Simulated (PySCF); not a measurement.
**Telling isomers of C4H4O3 apart by NMR**

[PySCF 2.14.0 with density-fitted response routines: GIAO PBE0/pcSseg-1 shieldings; J couplings at B3LYP/pcJ-1 (spin–dipole term left out of most H,H and C,H couplings); coordinates at the GFN2-xTB level; one conformer; gas phase; rapidly exchanging positions averaged; no relativistic terms]

Shifts are taken against calculated references (same method and geometry level): TMS for ¹H and ¹³C. Multiplet labels drop J under 1 Hz and among equivalent protons, and merge close values. Unscaled 3J(H,H) run several per cent high. Where no couplings were computed, multiplicities follow the n + 1 count of equivalent neighbours, and m marks all less simple cases (inequivalent or close neighbours, rings, F or P nearby). Shifts are as computed. Against solution values, carbons near 30 ppm lie about +3 ppm off and those near 130 ppm about +5 ppm (rms about the fit 2.1 ppm; single classes can miss by 10 ppm). Of 1328 compounds with measured shifts, 309 miss one by over three times the rms of a fit or turn the order of signals round; such compounds aren't used in these exercises. Signals without a measured value on file couldn't be tested in this way; 1H shifts scatter by 0.2 ppm about their fit, and single ones miss by 0.5 ppm.

(1) Tabulate the signals of `O=C1CCC(=O)O1`, `O=C[C@@H]1CC(=O)O1` and their relative energies.

(2) What is the quickest way to tell O=C1CCC(=O)O1 from O=C[C@@H]1CC(=O)O1?

Answers

(1) 
| SMILES | carbon types | δC | δH | E rel. (kcal/mol) |
| --- | --- | --- | --- | --- |
| O=C1CCC(=O)O1 | 2×C 2×CH2 | 176.4, 30.8 | 2.78 (s, 4H) | 0.0 |
| O=C[C@@H]1CC(=O)O1 | 1×C 2×CH 1×CH2 | 208.2, 169.9, 71.6, 47.2 | 10.29 (d, 1H), 4.44 (m, 1H), 3.80 (m, 1H), 3.21 (m, 1H) | 36.2 |

Energies are electronic energies at PBE0/pcSseg-1 on these geometries, without zero-point or thermal terms, each for the one conformer computed, which needn't be the lowest.

(2) Count the carbon signals: 2 against 4. The first has an sp3 CH2 α to a carbonyl at 30.8 ppm, the second an aldehyde carbonyl carbon (CH) at 208.2 ppm. Their most deshielded carbons lie at 176.4 and 208.2 ppm. In the proton spectra the most deshielded non-exchanging signals are 2.78 (s, 4H) and 10.29 (d, 1H).
